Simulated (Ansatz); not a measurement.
Geometry optimisation, RKS PBE0-D4/def2-SVP in Ansatz 0.2.0.

input.yaml

```yaml
crystal:
  periodic: [false, false, false]
  atoms:
    - { symbol: Sn, position_ang: [0.0, 0.0, 0.0] }
    - { symbol: O, position_ang: [0.0, 0.0, 1.96] }
    - { symbol: H, position_ang: [-0.9095, -0.2814, 2.2971] }
    - { symbol: Cl, position_ang: [2.2726, 0.0, -0.8025] }
    - { symbol: Cl, position_ang: [-1.1351, 1.9666, -0.8025] }
    - { symbol: H, position_ang: [-0.8195, -1.4198, -0.5794] }
basis:
  gaussian: { orbitals: def2-SVP }
hamiltonian:
  xc: pbe0
  dispersion: d4
relax:
  f_tol: 0.02
  max_steps: 40
```

Launched with:

```bash
$ ansatz run input.yaml --threads 1 --pin off --max-ram 2048MiB --backend cpu --events-out ev --progress --plain --runs-dir out
```

Q: Where does it end, and by what steps?

A: It converged. The force dipped under the threshold on the way, but the program's further checks kept it going. After 16 steps the energy has fallen by 0.278 eV; H3 moved furthest, 0.97 Å.

```
step  energy less start (eV)  largest force component (eV/Å)  accepted
   0                  0.0000                           1.770       yes
   1                 -0.1359                           0.941       yes
   2                 -0.1771                           0.751       yes
   3                 -0.1881                           0.072       yes
   4                 -0.1947                           0.498       yes
   5                 -0.2151                           0.198       yes
   6                 -0.2426                           0.204       yes
   7                 -0.2614                           0.191       yes
   8                 -0.2625                           0.190       yes
   9                 -0.2313                           1.640        no
  10                 -0.2693                           0.097       yes
  11                 -0.2751                           0.063       yes
  12                 -0.2778                           0.010       yes
  13                 -0.2654                           0.782        no
  14                 -0.2780                           0.016       yes
  15                 -0.2781                           0.078       yes
  16                 -0.2782                           0.002       yes
```

```xyz
6
Properties=species:S:1:pos:R:3
Sn -0.154 -0.154 -0.076
O -0.459 -0.415 1.845
H -0.156 0.330 2.379
Cl 2.129 0.197 -0.430
Cl -1.217 1.819 -0.737
H -0.735 -1.511 -0.909
```

Whether the end is a true minimum wasn't checked by a vibrational analysis.

Run time: 85 s on 1 thread of Intel(R) Xeon(R) Platinum 8375C CPU @ 2.90GHz (Ice Lake), on a shared host, peak memory 0.21 GiB.
